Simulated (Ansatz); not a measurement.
C$_{3}$H$_{3}$ClO$_{2}$Sn (`[Cl][Sn-]1[O]C=CC=[O+]1`), charge 0, multiplicity 1.

Question: Give a relaxed structure at PBE0-D4/def2-TZVP (the Gaussian-basis code of Ansatz). (Best estimate.)

Answer: The calculation gave: 
Z-matrix (Å, degrees):
```
Sn
O 1 2.164
O 1 2.164 2 84.2
Cl 1 2.394 2 91.3 3 91.2
C 2 1.264 1 126.1 3 -18.6
C 3 1.264 1 126.1 2 18.6
C 5 1.390 2 127.7 1 12.1
H 5 1.097 2 115.1 1 -169.2
H 6 1.097 3 115.1 1 169.2
H 7 1.081 5 117.7 2 180.0
```
Point group Cs.
This is one stationary point; other conformers may exist.
